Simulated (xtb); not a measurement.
F2OTa, charge +1, singlet, from a rough starting geometry (GFN-xTB shapes and energies of metal compounds can be far from the true ones) (the multiplicity is a formal guess); GFN2-xTB (xtb).

Input for xtb:
```
$ xtb mol.xyz --gfn 2 --chrg 1 --opt vtight --json

# file mol.xyz
4

Ta     0.28923732     0.55995030     0.21062950
O      1.51390662    -0.60271035    -0.42684766
F     -0.82542566    -0.47574450     1.38005584
F     -0.95325002     0.64790737    -1.29665290
```

It wrote (shortened):

```
   ID    Z sym.   atoms
    1   73 Ta     1
    2    8 O      2
    3    9 F      3, 4

           -------------------------------------------------
          |                Calculation Setup                |
           -------------------------------------------------

           -------------------------------------------------
          |                 G F N 2 - x T B                 |
           -------------------------------------------------

          ...................................................
          :                      SETUP                      :
          :.................................................:
          :  # basis functions                  22          :
          :  # atomic orbitals                  21          :
          :  # shells                            9          :
          :  # electrons                        24          :
          :  max. iterations                   250          :
          :  Hamiltonian                  GFN2-xTB          :
          :  restarted?                      false          :
          :  GBSA solvation                  false          :
          :  PC potential                    false          :
          :  electronic temp.          300.0000000     K    :
          :  accuracy                    1.0000000          :
          :  -> integral cutoff          0.2500000E+02      :
          :  -> integral neglect         0.1000000E-07      :
          :  -> SCF convergence          0.1000000E-05 Eh   :
          :  -> wf. convergence          0.1000000E-03 e    :
          :  Broyden damping             0.4000000          :
          :  net charge                          1          :
          :  unpaired electrons                  0          :
          ...................................................

 iter      E             dE          RMSdq      gap      omega  full diag
   1    -14.8696011 -0.148696E+02  0.126E+01    1.37       0.0  T
   2    -14.8695278  0.732636E-04  0.122E+01    3.38       1.0  T
   3    -15.0323662 -0.162838E+00  0.694E+00    1.99       1.0  T
   4    -14.9772103  0.551559E-01  0.445E+00    1.53       1.0  T
   5    -15.0290988 -0.518884E-01  0.221E+00    2.19       1.0  T
   6    -15.0289298  0.168997E-03  0.235E+00    1.84       1.0  T
   7    -15.0337531 -0.482333E-02  0.337E-01    2.04       1.0  T
   8    -15.0336218  0.131325E-03  0.513E-01    2.06       1.0  T
   9    -15.0338224 -0.200662E-03  0.103E-01    2.02       1.0  T
[...]
         :: total energy             -15.020555772572 Eh    ::
 * total energy  :   -15.0205558 Eh     change       -0.4764189E-11 Eh
 * total energy  :   -15.0216053 Eh     change       -0.1049505E-02 Eh
 * total energy  :   -15.0220336 Eh     change       -0.4283561E-03 Eh
 * total energy  :   -15.0220909 Eh     change       -0.5725715E-04 Eh
 * total energy  :   -15.0221213 Eh     change       -0.3040410E-04 Eh
 * total energy  :   -15.0221265 Eh     change       -0.5217931E-05 Eh
 * total energy  :   -15.0221291 Eh     change       -0.2602854E-05 Eh
 * total energy  :   -15.0221292 Eh     change       -0.1254406E-06 Eh
 * total energy  :   -15.0221294 Eh     change       -0.1360128E-06 Eh
 * total energy  :   -15.0221294 Eh     change       -0.1674526E-07 Eh
   *** GEOMETRY OPTIMIZATION CONVERGED AFTER 10 ITERATIONS ***
         :: total energy             -15.022129393831 Eh    ::
[...]
        19                         -0.0723336              -1.9683
        20                          0.1987269               5.4076
        21                          0.2067349               5.6255
      -------------------------------------------------------------
                  HL-Gap            0.0768719 Eh            2.0918 eV
             Fermi-level           -0.7056656 Eh          -19.2021 eV

     #   Z          covCN         q      C6AA      α(0)
     1  73 Ta       2.040     1.591   351.274    45.488
     2   8 O        0.722    -0.233    18.660     5.788
     3   9 F        0.659    -0.179    11.043     3.922
     4   9 F        0.659    -0.179    11.043     3.922

 Mol. C6AA /au·bohr⁶  :        832.982381
 Mol. C8AA /au·bohr⁸  :      85434.493336
 Mol. α(0) /au        :         59.120956

Wiberg/Mayer (AO) data.
largest (>0.10) Wiberg bond orders for each atom

 ---------------------------------------------------------------------------
     #   Z sym  total        # sym  WBO       # sym  WBO       # sym  WBO
 ---------------------------------------------------------------------------
     1  73 Ta   4.632 --     2 O    2.247     4 F    1.193     3 F    1.193
     2   8 O    2.552 --     1 Ta   2.247     3 F    0.153     4 F    0.152
     3   9 F    1.418 --     1 Ta   1.193     2 O    0.153
     4   9 F    1.418 --     1 Ta   1.193     2 O    0.152
 ---------------------------------------------------------------------------

Topologies differ in total number of bonds
Writing topology from bond orders to xtbtopo.mol

molecular dipole:
                 x           y           z       tot (Debye)
 q only:        0.771       1.840       0.659
   full:        0.412       3.123       1.233       8.598
molecular quadrupole (traceless):
                xx          xy          yy          xz          yz          zz
 q only:       -1.777       2.631       3.247       1.009       1.931      -1.471
  q+dip:       -3.734       3.422       5.788       1.449       3.264      -2.054
   full:       -4.397       4.429       6.113       1.945       3.171      -1.716

optimized geometry written to: xtbopt.xyz

           -------------------------------------------------
          | TOTAL ENERGY              -15.022129393831 Eh   |
          | GRADIENT NORM               0.000037047004 Eh/α |
          | HOMO-LUMO GAP               2.091790333838 eV   |
           -------------------------------------------------

normal termination of xtb
```
